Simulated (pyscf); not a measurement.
## •H₂Si–AsH–SiH₃, doublet

Gas-phase minimum from PySCF at ωB97X-D3(BJ)/def2-SVP, one conformer. •H₂Si–AsH–SiH₃ lies 17.8 kcal/mol over its isomer H₃Si–As•–SiH₃ (electronic energy, ωB97M-D3(BJ)/def2-TZVP). 

```
Si
H 1 1.4907
H 1 1.4909 2 109.23
H 1 1.4924 2 109.12 3 119.26
As 1 2.3530 2 112.33 4 121.79
H 5 1.5191 1 93.31 2 -42.00
Si 5 2.3404 6 93.31 1 -91.52
H 7 1.4947 5 109.13 6 172.15
H 7 1.4968 8 109.32 5 126.00
```
Charge 0, spin multiplicity 2.

Properties at ωB97X-D3(BJ)/def2-SVP:

- Harmonic wavenumbers, unscaled: 83, 103, 146, 379, 386, 469, 487, 557, 628, 707, 741, 903, 933, 950, 960, 2209, 2235, 2247, 2256, 2258, 2267 cm⁻¹
- Zero-point energy: 31.3 kcal/mol
- Rotational symmetry number: 1
- Entropy of this conformer at 298 K and 1 atm, rigid rotor and harmonic oscillator, modes under 100 cm⁻¹ raised to 100: 351.9 J/(mol K)
- Dipole moment: 0.55 D
- Spin expectation value S2: 0.752

Single-point totals, which compare only within one level:

```
level                   total energy (hartree)
----------------------  ----------------------
ωB97X-D3(BJ)/def2-TZVP             -2818.45181
PBE/def2-TZVP                      -2817.79754
r²SCAN/def2-TZVP                   -2818.38279
B3LYP-D3(BJ)/def2-TZVP             -2818.55159
PBE0-D3(BJ)/def2-TZVP              -2817.93442
M06-2X/def2-TZVP                   -2818.39984
ωB97M-D3(BJ)/def2-TZVP             -2818.53687
```

Soft torsions are taken as harmonic, which can shift the entropy by several J/(mol K). Elements up to Kr have no core potential and no relativistic terms here.
